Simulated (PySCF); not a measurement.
NTi, SMILES [N]#[Ti] (connectivity only; charge and spin as stated), neutral, multiplicity 2. Atoms are numbered in the order given.

```xyz
2

Ti     0.0000     0.0000    -0.3723
N      0.0000     0.0000     1.1700
```
Charge 0, spin multiplicity 2.

Geometry optimised at PBE0-D3(BJ)/def2-TZVPD. The multiplicity is an assumed one; other spin states were not compared.

Method: PBE/def2-TZVPD (PySCF).

Gas-phase values at a fixed geometry.

Computed frontier levels, dipole moment:
| Property | Result |
|---|---|
| α spin, highest occupied and lowest empty level | -4.09 and -3.69 eV |
| β spin, highest occupied and lowest empty level | -5.74 and -3.31 eV |
| dipole moment | 3.57 D |
| ⟨S²⟩ | 0.756 (pure state 0.75) |
